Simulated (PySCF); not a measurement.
A structure optimised at B3LYP-D3(BJ)/def2-SVP, used in a PySCF frequency run:

```xyz
7

Sn    -0.3355    -0.7933     0.0000
N      1.4349    -1.7833     0.0000
Br     0.1648     1.6849     0.0000
H     -1.1878    -1.0972    -1.4560
H     -1.1878    -1.0972     1.4560
H      1.6683    -2.3140     0.8354
H      1.6683    -2.3140    -0.8354
```
Charge 0, spin multiplicity 1.

Problem. Write its SMILES, formula and point group.

Solution. [NH2][SnH2][Br], BrH4NSn, Cs

Problem. What are its rotational constants (standard atomic weights)?

Solution. 8.7417, 1.3838, 1.2276 GHz
